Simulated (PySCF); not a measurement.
## Calculated data, BGeH$_{4}$

Computed with PySCF 2.14.0. Calculation on a computer-drawn molecule: vertical ionisation energy to the stated ion spin, frozen-core CCSD(T) at the basis limit and cheaper methods, single-reference cases, UHF for radicals, no spin-orbit; all values are single points at the evaluated structure, the first of each entry, which is the reference or a displaced copy of it and isn't optimised; the reference structure only sets the zero of the energies above reference; triples share is (T) over the correlation energy; on germanium a core potential holds 10 electrons, which the energies leave out, and 3d is frozen in MP2 and coupled-cluster steps.

Common to all runs: charge 0; multiplicity 2; ion multiplicity 1; diffuse functions no; basis cc-pVnZ; basis and core potential on germanium cc-pVnZ-PP ECP10MDF; reference is the Hartree-Fock double-zeta minimum; best is HF at quadruple zeta + MP2 correlation extrapolated from triple and quadruple zeta + CCSD(T) minus MP2 at triple zeta; basis step is the size of the change from the same recipe one zeta lower.

(1) BGeH$_{4}$

Evaluated structure:
```xyz
6
BGeH4
B      1.2479    -1.4177    -0.8482
Ge     1.8955    -1.5761     1.0354
H      0.6410    -0.4442    -1.1804
H      1.4676    -2.3039    -1.6188
H      1.6850    -0.5138     2.1126
H      2.6819    -2.7639     1.5822
```

Reference structure:
```xyz
6
BGeH4
B      1.2463    -1.4181    -0.8460
Ge     1.8957    -1.5748     1.0367
H      0.6415    -0.4419    -1.1808
H      1.4668    -2.3031    -1.6199
H      1.6841    -0.5148     2.1131
H      2.6808    -2.7639     1.5813
```

| Quantity | Value |
| --- | --- |
| ionisation energy best | 8.24 eV |
| ionisation energy basis step | 0.02606 eV |
| energy above reference best | -0.01937 kcal/mol |
| energy above reference basis step | 0.001828 kcal/mol |
| total energy HF triple zeta | -320.3551 hartree |
| total energy CCSD(T) triple zeta | -320.6094 hartree |
| total energy best | -320.6364 hartree |
| T1 diagnostic at triple zeta | 0.01748 |
| D1 diagnostic at triple zeta | 0.0654 |
| spin squared at triple zeta | 0.7618 |
| ion T1 diagnostic at triple zeta | 0.008368 |
| ion D1 diagnostic at triple zeta | 0.0162 |
| triples share at triple zeta | 0.03164 |
| basis functions triple zeta | 125 |
| dipole magnitude HF at triple zeta | 0.4684 debye |
| dipole magnitude CCSD unrelaxed at triple zeta | 0.865 debye |
| dipole magnitude PBE at triple zeta | 1.084 debye |
| dipole magnitude r2SCAN at triple zeta | 0.9351 debye |
| dipole magnitude B3LYP at triple zeta | 0.9319 debye |
| dipole magnitude wB97X at triple zeta | 0.9545 debye |

Drawn bonds:
```
atom  other atom  order
   1           2      1
   1           3      1
   1           4      1
   2           5      1
   2           6      1
```

Triple zeta:
```
 method  ionisation energy (eV)  energy above reference (kcal/mol)
     HF                   7.506                           -0.01178
    PBE                   8.448                           -0.01908
 r2SCAN                   8.557                           -0.01108
  B3LYP                   8.365                           -0.02627
  wB97X                   8.127                          -0.006615
    MP2                   8.118                           -0.01554
   CCSD                   8.123                           -0.01752
CCSD(T)                   8.192                            -0.0185
```

(2) BGeH$_{4}$

Evaluated structure:
```xyz
6
BGeH4
B      1.2667    -1.4128    -0.8368
Ge     1.8706    -1.5984     1.0454
H      0.6413    -0.4429    -1.1621
H      1.4789    -2.2819    -1.5963
H      1.6875    -0.4864     2.0998
H      2.7613    -2.8707     1.5965
```

Reference structure:
```xyz
6
BGeH4
B      1.2463    -1.4181    -0.8460
Ge     1.8957    -1.5748     1.0367
H      0.6415    -0.4419    -1.1808
H      1.4668    -2.3031    -1.6199
H      1.6841    -0.5148     2.1131
H      2.6808    -2.7639     1.5813
```

| Item | Value |
| --- | --- |
| dipole magnitude HF at triple zeta | ? |
| D1 diagnostic at triple zeta | ? |
| dipole magnitude wB97X at triple zeta | ? |

Drawn bonds:
```
atom  other atom  order
   1           2      1
   1           3      1
   1           4      1
   2           5      1
   2           6      1
```

Q: What dipole magnitude HF at triple zeta does the calculation give for BGeH$_{4}$ (entry 2)?
A: 0.3916 debye

Q: BGeH$_{4}$ (entry 2): D1 diagnostic at triple zeta?
A: 0.06603

Q: Estimate the dipole magnitude wB97X at triple zeta of BGeH$_{4}$ (entry 2).
A: 0.8662 debye

Q: Give the table of triple zeta values for BGeH$_{4}$ (entry 2).
A: 
Triple zeta:
```
 method  ionisation energy (eV)  energy above reference (kcal/mol)
     HF                   7.557                              3.147
    PBE                   8.483                               1.88
 r2SCAN                   8.595                              2.677
  B3LYP                   8.403                              2.347
  wB97X                    8.17                               2.81
    MP2                   8.162                              2.833
   CCSD                   8.166                              2.466
CCSD(T)                   8.236                              2.362
```

Further results for BGeH$_{4}$ (entry 2):

| Property | Result |
| --- | --- |
| ionisation energy best | 8.282 eV |
| ionisation energy basis step | 0.02504 eV |
| energy above reference best | 2.379 kcal/mol |
| energy above reference basis step | 0.0279 kcal/mol |
| total energy HF triple zeta | -320.3501 hartree |
| total energy CCSD(T) triple zeta | -320.6056 hartree |
| total energy best | -320.6326 hartree |
| T1 diagnostic at triple zeta | 0.01783 |
| spin squared at triple zeta | 0.7626 |
| ion T1 diagnostic at triple zeta | 0.008794 |
| ion D1 diagnostic at triple zeta | 0.01773 |
| triples share at triple zeta | 0.03212 |
| basis functions triple zeta | 125 |
| dipole magnitude CCSD unrelaxed at triple zeta | 0.7887 debye |
| dipole magnitude PBE at triple zeta | 0.9904 debye |
| dipole magnitude r2SCAN at triple zeta | 0.8464 debye |
| dipole magnitude B3LYP at triple zeta | 0.8415 debye |
